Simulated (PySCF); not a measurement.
C₃H₉NOSi₂.
Numbering: `[O:1]=[CH:2][NH:3]/[C:4]([SiH3:5])=[CH:6]/[SiH3:7]`

A calculation gives these core lines: C 1s: 289.72 (area 1), 291.37 (area 1), 293.82 (area 1) eV; N 1s: 406.56 eV; O 1s: 537.45 eV; Si 1s: 1846.28 (area 1), 1846.38 (area 1) eV; Si 2p3/2: 106.51 (area 1), 106.58 (area 1) eV.

Method: PySCF 2.14.0, delta-SCF UKS SCAN, pcX-2 on the ionised atom, pcseg-1 elsewhere, spin-free X2C. The structure is a single PBE0-D3(BJ)/def2-SVP conformer in the gas phase; no vibrational or solvent corrections.

Problem. Which carbon gives which C 1s line?

Solution. 289.72 eV: C6 (alkene CH carbon); 291.37 eV: C4 (vinylic carbon bearing nitrogen); 293.82 eV: C2 (amide carbonyl carbon). The listed C 1s values span 4.10 eV, from C6 (bonded to C (double bond), H and Si) to C2 (bonded to O (double bond), N and H). The widest gap between neighbouring values is 2.45 eV, between 291.37 and 293.82 eV. Summing the Pauling electronegativity differences to the bonded atoms, each weighted by its formal bond order, gives -1.00 for the lowest site and +1.92 for the highest; no listed site has a larger sum than the highest.

Bonded neighbours of each site: O1: C (double bond); C2: O (double bond), N and H; N3: 2 C and H; C4: N, C (double bond) and Si; Si5: C and 3 H; C6: C (double bond), H and Si; Si7: C and 3 H.

Problem. Give the binding energy of C 1s of C4 in hartree and in kJ/mol.

Solution. 291.37 eV = 10.7077 Eh = 28113 kJ/mol.

Spin contamination (⟨S²⟩ against 0.75 for a pure doublet) is marked for C 1s of C2 (0.98) and C 1s of C4 (0.87), which makes these values less certain. The 2p values add to the ΔSCF energy of one spin-free hole a correction within the shell (spin–orbit coupling, ligand field). 2p1/2 minus 2p3/2 (ligand field included): Si 0.62 eV.

Conformer computed: `[O:1]=[CH:2][NH:3]/[C:4]([SiH3:5])=[CH:6]/[SiH3:7]`: O1–C2–N3–C4 0°, C2–N3–C4–Si5 -3°.
